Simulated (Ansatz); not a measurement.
System: CuF, net charge 0, singlet state. SMILES: [F][Cu]
Coordinates optimised at B3LYP-D3(BJ)/def2-TZVP (Ansatz, a first-principles code):
```
Cu
F 1 1.7714
```
Charge 0, spin multiplicity 1.

Property: vertical ionisation energy (to the doublet state of charge +1; each state is the SCF solution reached for its spin; for the doublet T1 is 0.053; for the singlet T1 is 0.036), in eV. Cores are frozen in the correlated levels unless marked. Open shells are spin-unrestricted. Spin-orbit coupling is left out. Frozen are the shells of the preceding noble gas and the d and f shells that filled before the atom's block. Non-relativistic. CBS(X,Y): correlation extrapolated as X^-3; Hartree-Fock from the larger set.

| level | program | vertical ionisation energy (eV) |
|---|---|---|
| B3LYP/def2-TZVPD | Ansatz | 10.65 |
| CAM-B3LYP/def2-TZVPD | Ansatz | 10.72 |
| CCSD/def2-SVPD | Ansatz | ___ |
| CCSD/def2-TZVPPD | Ansatz | ___ |
| CCSD(T)/CBS(def2-TZVPPD,def2-QZVPPD) | Ansatz | 10.72 |

**Question.** Fill in the missing entries.

**Answer.** 
- CCSD/def2-SVPD, vertical ionisation energy (eV): 10.10
- CCSD/def2-TZVPPD, vertical ionisation energy (eV): 10.36
